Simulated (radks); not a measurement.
The numbers below are computed, except where a source is named.
Task: Neutral zinc, [Ar] 3d10 4s2. Code: a radial shooting solver on a logarithmic mesh with Libxc functionals. Model: non-relativistic Kohn-Sham, PBE, spin-polarised, spherical densities, point nucleus. Every spin shell is full or empty, so the densities are truly spherical. Functionals are evaluated on that one density, not self-consistently. Rank these exchange functionals by their error against the exact value of the orbitals, and give that value: LDA, revPBE, RPBE, PW86, OPTX, SOGGA, B86b, SCAN, MS2, Tao-Mo, TASK, MVS.

Result: Exact: -69.4351 hartree. From best to worst, with 100 (|E| - |E exact|)/|E exact| (equal figures are ties): MS2 -0.03, revPBE +0.18, Tao-Mo -0.23, MVS +0.25, RPBE +0.27, B86b +0.48, SCAN +0.51, PW86 +0.56, OPTX +1.05, SOGGA -2.34, TASK -2.42, LDA -5.62.
